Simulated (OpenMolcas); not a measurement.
**Dy3+: effect of the metal basis and ligand basis**

Dy3+ with 8 ligands (chloride) in cubic eightfold coordination (Oh) at 2.79 Å. A charge of +0.625 e stands 2.8 Å behind each ligand.

| Quantity | Value |
| --- | --- |
| Program | OpenMolcas |
| Method | CASSCF |
| Spin-orbit coupling | RASSI with atomic mean-field integrals over the reference wave functions |

Fixed: active space 9 electrons in 7 orbitals (4f), DKH2 Hamiltonian.

States (labels of O, the rotations of Oh). Energies in cm-1 above the lowest state or level, χT in cm3 K/mol; under a threefold ground state the first gap can be a small split of the lowest multiplet, not the spin-orbit step.

```tsv
Run	Metal basis	Ligand basis	Ground state	First state of that spin	First gap with spin-orbit (degeneracies)	Width of lowest J	χT at 300 K	Cost
A	ANO-RCC-VDZP	ANO-RCC-VDZP	6T1	6E 0.9	8.8 (2, 4)	189	13.977	roughly 2.8 core-minutes
B	ANO-RCC-VTZP	ANO-RCC-VTZP	6T1	6E 0.6	6.5 (2, 4)	191	13.981	roughly 12 core-minutes
```

Against A, the width of the lowest J multiplet changes by +1.1 % in B.

Costs are those of the RASSCF and RASSI steps.

High states are left out of the spin-orbit mixing, which shifts the levels that they would mix with. Without dynamic correlation the ligand-field splitting of an f shell can come out too small, at times by half. No measured value stands beside these numbers; the geometry was imposed, not optimised, and the real ion may take another.
